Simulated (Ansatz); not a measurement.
Basis-set extrapolation for `OCN[SiH2]O` (PBE0-D4/def2-TZVP geometry, frozen core, Ansatz). Multiplicity 1, RHF reference.

|  | def2-TZVPP | def2-QZVPP |
| --- | --- | --- |
| HF | -535.243112 | -535.264517 |
| MP2 correlation | -0.991131 | -1.066671 |
| CCSD(T) correlation | -1.062586 | not run |

Energies in hartree. Use E(X) = E(∞) + A·exp(−7.88·√X) for Hartree–Fock and E(X) = E(∞) + B·X^(−2.97) for correlation, with X = 3 and 4, and add CCSD(T) minus MP2 of the smaller set to the MP2 limit.

Question: What is the CCSD(T) energy at the basis-set limit?

Answer: HF limit: -535.264517 + (-0.021405) × 0.13774 = -535.26747. MP2 limit: -1.066671 + (-0.075540) × 0.74074 = -1.12263. Higher-order term: -1.062586 − (-0.991131) = -0.07146. Total: -536.46156 hartree, 409.2 kJ/mol below CCSD(T)/def2-TZVPP.
